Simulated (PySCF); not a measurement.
Compound: C3H5ClOSi.
SMILES with atom numbers: `[Cl:1][C@@H:2]1[CH:3]=[CH:4][O:5][SiH2:6]1`

Definitions: NICS(0) = −σiso at the ring centroid; NICS(1) = −σiso and NICS(1)zz = −σzz at ±1 Å along the ring normal z. Level: GIAO PBE0/pcSseg-1 (PySCF, non-relativistic, gas phase) on the GFN2-xTB geometry, one conformer.

Ring bond lengths (Å), with Mayer bond orders in brackets: C2–C3 1.491 (1.01), C3–C4 1.325 (1.80), C4–O5 1.364 (0.98), O5–Si6 1.650 (0.93), Si6–C2 1.927 (0.82).

Q: What do the NICS probes read (ppm)?

A: 
| ring | type | NICS(0) | NICS(1), two faces | NICS(1)zz, two faces | rms pucker (Å) | centre to ring atoms, mean (Å) |
| --- | --- | --- | --- | --- | --- | --- |
| C2–C3–C4–O5–Si6 | 5-membered ring with O and Si; formal bonds 1 double, 4 single | -3.3 | -2.9 / -1.8 | -3.9 / -1.1 | 0.02 | 1.31 |

Q: What do they say, and how far can they be read as aromaticity?

A: 
- C2–C3–C4–O5–Si6: mean NICS(1)zz -2.5 ppm, near zero. C2, Si6 have four or more neighbours, and the NICS criterion for π rings isn't applied.

Q: Give the inner angles of the rings and the Hirshfeld charges of the ring atoms.

A: 
- C2–C3–C4–O5–Si6: C2 101.3° (-0.088 e), C3 114.4° (-0.101 e), C4 118.6° (+0.038 e), O5 112.6° (-0.215 e), Si6 92.9° (+0.425 e); sum 539.9° against 540° for a flat convex ring.

Q: How shielded are the nuclei of the rings and their hydrogens (means over atoms taken as equivalent)?

A: 
```tsv
atoms	environment	σ isotropic (ppm)
C2	sp3 C–Cl carbon	137.3
C3	alkene CH carbon	71.8
C4	vinylic carbon bearing oxygen	28.8
O5	silyl ether oxygen	231.3
Si6	oxygen-bound silicon	342.1
H on C2	methine hydrogen	27.39
H on C3	vinylic hydrogen	26.01
H on C4	vinylic hydrogen	25.13
H on Si6	Si–H hydrogen	26.50
H on Si6	Si–H hydrogen	26.57
```
